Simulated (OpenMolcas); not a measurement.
## Fe7+, Ru7+, Os7+: d down the group

```yaml
Program: OpenMolcas 26.06
Method: RASSCF
Basis: ANO-R2
Scalar_Hamiltonian: X2C, finite nucleus
Spin-orbit_coupling: RASSI with atomic mean-field integrals over the reference wave functions, term energies averaged over their components
```

Active space for each ion: 7 electrons in 8 orbitals (RAS1 p, at most 2 holes; RAS2 d).

Computed levels in cm-1 above ²D_3/2:

| Level | Fe7+ | Ru7+ | Os7+ |
| --- | --- | --- | --- |
| ²D_5/2 | 1806 | 4478 | 14669 |
| weight of ²D in the lowest level (%) | 100 | 100 | 100 |

Measured, with the error of the calculation in %. Measured levels: Fe7+ from Corliss and Sugar, J. Phys. Chem. Ref. Data 11, 135 (1982).

```
 Level         Fe7+
²D_5/2  1836 (-1.6)
```

The fine-structure level ²D_5/2 changes by a factor of 8.12 from Fe7+ to Os7+.

Without dynamic correlation excited terms often stand tens of per cent too high (terms of higher spin than the ground term too low), and those without a measured partner can miss by more than the paired ones. Active for correlation alone: 3p; no level in the range computed is led by a configuration that opens it, so any true level of that kind is missing (holds for Fe7+). Active for correlation alone: 4p; no level in the range computed is led by a configuration that opens it, so any true level of that kind is missing (holds for Ru7+). Active for correlation alone: 5p; no level in the range computed is led by a configuration that opens it, so any true level of that kind is missing (holds for Os7+). Computed and measured levels are paired by configuration, term and J; levels that our copy of the source lacks, or whose pairing is in doubt (as where it misses far off the trend of its configuration), stay unpaired and out of the deviations. Only configurations of the active space appear.
